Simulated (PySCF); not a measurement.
Cost of one run: geometry optimisation, `[SiH]Br` (monobromosilylene) [singlet].

Method: PBE0-D3(BJ)/def2-SVP geometry optimisation, gas phase (PySCF 2.14.0). Work: geometry optimisation from a GFN2-xTB start shaken at random, density fitting. A driver script takes a list of jobs; this job's settings line and coordinates (Å) are shown.

Input:
```
{"job": {"xc": "PBE0", "basis": "def2-SVP", "d3": "d3bj", "grid": 1, "maxiter": 30, "shake": 0.01, "kind": "geom"}, "charge": 0, "multiplicity": 1}
Si    -0.386590     0.741710     0.001820
Br     1.602680    -0.283110    -0.013190
H     -1.210070    -0.493540    -0.007810
```

Hardware: an Intel Xeon Platinum 8488C with one thread, on a shared host. PySCF's memory limit was set to 2320 MB.

Task: How large is the basis?

Result: 55 functions.

Task: Which is nearest to the wall time?
A. 49 s
B. 6.1 s
C. 6.1 min
D. 0.76 s

Result: B. The run took 6.1 s. The run took 8 energy-and-gradient evaluations and 47 SCF cycles, 0.76 s an evaluation on average.

Task: Estimate the peak memory.

Result: About 0.28 GiB. Peak memory is the resident size of the whole Python process, interpreter and libraries included.

Task: At this speed, how long would 20000 such jobs take on 8 cores, one job a core?

Result: 20000/8 gives 2500 rounds of 6.1 s, about 4.2 h of wall time and 34 core-hours, if the jobs don't slow each other.

The output:
```
step   0  E = -2863.40866928  max force = 0.017990
step   1  E = -2863.40957278  max force = 0.002457
step   2  E = -2863.40959648  max force = 0.000453
step   3  E = -2863.40960273  max force = 0.000420
step   4  E = -2863.40960572  max force = 0.001870
step   5  E = -2863.40961108  max force = 0.001758
step   6  E = -2863.40962161  max force = 0.000932
step   7  E = -2863.40962624  max force = 0.000075
optimisation converged
```

Energies in Eh; «max force» is the largest Cartesian gradient component in Eh/bohr.

Other jobs ran on the host; a repeat could differ by tens of per cent or more.
